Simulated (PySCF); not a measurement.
## cyclo-(H2SiCH2)3

Geometry:
| atom | x (Å) | y (Å) | z (Å) |
| --- | --- | --- | --- |
| Si1 | -0.266 | 0.066 | -1.884 |
| H2 | 0.238 | 1.015 | -2.891 |
| H3 | -1.114 | -0.921 | -2.572 |
| C4 | 1.193 | -0.821 | -1.041 |
| Si5 | 1.688 | -0.110 | 0.648 |
| H6 | 2.832 | -0.856 | 1.201 |
| H7 | 2.095 | 1.296 | 0.498 |
| C8 | 0.205 | -0.234 | 1.833 |
| Si9 | -1.507 | 0.091 | 1.060 |
| H10 | -2.205 | -1.184 | 0.832 |
| H11 | -2.326 | 0.898 | 1.982 |
| C12 | -1.295 | 1.004 | -0.590 |
| H13 | 2.056 | -0.806 | -1.705 |
| H14 | 0.937 | -1.872 | -0.912 |
| H15 | 0.194 | -1.224 | 2.287 |
| H16 | 0.367 | 0.461 | 2.656 |
| H17 | -0.818 | 1.965 | -0.396 |
| H18 | -2.274 | 1.233 | -1.007 |

Method used: PySCF 2.14.0, GIAO HF/def2-SVP magnetisability, rotational g tensor and spin-rotation constants, non-relativistic, gas phase. Geometry: GFN2-xTB.

Task: Give the nuclear spin-rotation constants along the inertial axes (H = +C I·J) beside the isotropic shieldings.

Result: Rotational constants 1.9621, 1.8840, 1.0818 GHz. A star marks the isotopologue with that one atom substituted, in its own axes.
```tsv
atom	isotope	Caa (kHz)	Cbb (kHz)	Ccc (kHz)	mean (kHz)	σ (ppm)
H2	1H	-0.047	-0.172	-0.031	-0.084	28.0
H3	1H	-0.126	-0.138	-0.009	-0.091	28.1
H6	1H	-0.150	0.023	-0.086	-0.071	28.0
H7	1H	-0.187	-0.175	0.041	-0.107	28.3
H10	1H	-0.182	-0.161	0.031	-0.104	28.3
H11	1H	-0.080	-0.067	-0.072	-0.073	28.0
H13	1H	-0.134	-0.088	-0.140	-0.121	32.8
H14	1H	-0.231	-0.231	-0.006	-0.156	32.8
H15	1H	-0.183	-0.207	-0.043	-0.145	32.7
H16	1H	-0.097	-0.214	-0.087	-0.133	32.7
H17	1H	-0.227	-0.228	-0.009	-0.155	32.8
H18	1H	-0.194	-0.030	-0.143	-0.122	33.0
Si1	29Si*	-0.934	-0.815	-0.505	-0.751	492.6
C4	13C*	0.136	0.142	0.065	0.114	216.3
```
For the geometry as given, no vibrational averaging.
